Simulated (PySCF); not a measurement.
[Bi(NH2)4]−: from a saddle point downhill

PySCF 2.14.0, RKS PBE0, Bi def2-SVP with ECP60, N def2-SVP, H def2-SVP; non-relativistic Hamiltonian with scalar-relativistic core potentials where named; density fitting; no spin-orbit coupling. Relaxed within the symmetry of its start, the geometry (D2d) is

```xyz
13

Bi    0.0000    0.0000    0.0000
N     1.0607    1.5127    1.5127
H     1.6983    0.9486    2.0890
H     1.6983    2.0890    0.9486
N    -1.0607   -1.5127    1.5127
H    -1.6983   -0.9486    2.0890
H    -1.6983   -2.0890    0.9486
N     1.0607   -1.5127   -1.5127
H     1.6983   -2.0890   -0.9486
H     1.6983   -0.9486   -2.0890
N    -1.0607    1.5127   -1.5127
H    -1.6983    2.0890   -0.9486
H    -1.6983    0.9486   -2.0890
```

and its lowest harmonic modes are -123, -96, -96, 40, 43, 74 cm⁻¹ (negative: unstable). It was moved along the lowest mode and relaxed again, within the group C2v that the move left.

Task: Where does it end, and how much lower?

Result: In C2v, 1.449 eV lower, after 19 steps:
```xyz
13

Bi    0.8207    0.0000    0.0000
N     0.1187    1.6109    1.6109
H     0.5847    1.3568    2.4917
H     0.5847    2.4917    1.3568
N    -0.4676   -1.2649    1.2649
H    -1.0576   -0.5554    1.7108
H    -1.0576   -1.7108    0.5554
N     0.1187   -1.6109   -1.6109
H     0.5847   -2.4917   -1.3568
H     0.5847   -1.3568   -2.4917
N    -0.4676    1.2649   -1.2649
H    -1.0576    1.7108   -0.5554
H    -1.0576    0.5554   -1.7108
```

Task: How do the contacts change?

Result: 
```csv
contact,saddle (Å),end (Å)
Bi1–N2 (NH2),2.388,2.384
Bi1–N5 (NH2),2.388,2.204
Bi1–N8 (NH2),2.388,2.384
Bi1–N11 (NH2),2.388,2.204
```


Task: Is the end a minimum?

Result: Yes; lowest modes 76, 101, 116, 178, 180, 185 cm⁻¹.

State: singlet.
